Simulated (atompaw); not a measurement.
**Plane-wave convergence, PAW (atompaw) potential for Pt (Z = 78)**

platinum, PAW, made with atompaw 4.2.0.5 (PBE, scalar-relativistic). Core [Kr] 4d10, reference 4f14 5s2 5p6 5d9 6s1 6p0. Waves: 5s (bound): rc 1.60 bohr; 6s (bound): rc 1.90 bohr; 5p (bound): rc 1.60 bohr; 6p (bound, empty): rc 1.90 bohr; 5d (bound): rc 2.50 bohr; 5d channel at 1 Ry: rc 2.50 bohr; 4f (bound): rc 1.00 bohr; 4f channel at -2.4 Ry: rc 1.00 bohr. Local part: bessel scheme, radius 2.00 bohr. Core correction: smooth core density matched at 1.90 bohr. Augmentation charge: besselshape compensation charge, radius 1.80 bohr; PAW radius 2.50 bohr; waves and projectors: custom rrkj vanderbiltortho.

The pseudo-atom Hamiltonian at the reference potential is diagonalised in spherical Bessel functions j_l(qr) that vanish at 20 bohr, with q² up to the cutoff. All-electron valence levels (Ry): 5s -7.4836, 6s -0.4160, 5p -4.1173, 6p -0.0617, 5d -0.4514, 4f -5.1506.

Q: How do the lowest levels (Ry) of each channel move with the cutoff, and are there ghosts?

A:

```tsv
cutoff (Ry)	s #1	s #2	s #3	p #1	p #2	d #1	f #1	f #2	Σ f·Δε (mRy)
8	-7.1706	-0.2523	0.0229	-3.5905	-0.0205	-0.3971	0.1138	0.2407	78139.8
25	-7.4823	-0.4089	0.0097	-4.1066	-0.0478	-0.4512	0.1138	0.2404	73775.5
50	-7.4835	-0.4159	0.0091	-4.1169	-0.0614	-0.4514	-3.3762	0.1138	24842.4
100	-7.4836	-0.4160	0.0091	-4.1173	-0.0617	-0.4514	-5.0773	0.1138	1025.1
180	-7.4836	-0.4160	0.0091	-4.1173	-0.0617	-0.4514	-5.1485	0.1138	27.9
400	-7.4836	-0.4160	0.0091	-4.1173	-0.0617	-0.4514	-5.1505	0.1138	0.0
```

Result: no extra level below or beside the all-electron valence levels (s, p, d, f tested); 10 mRy is reached at 230 Ry and 1 mRy at over 300 Ry.
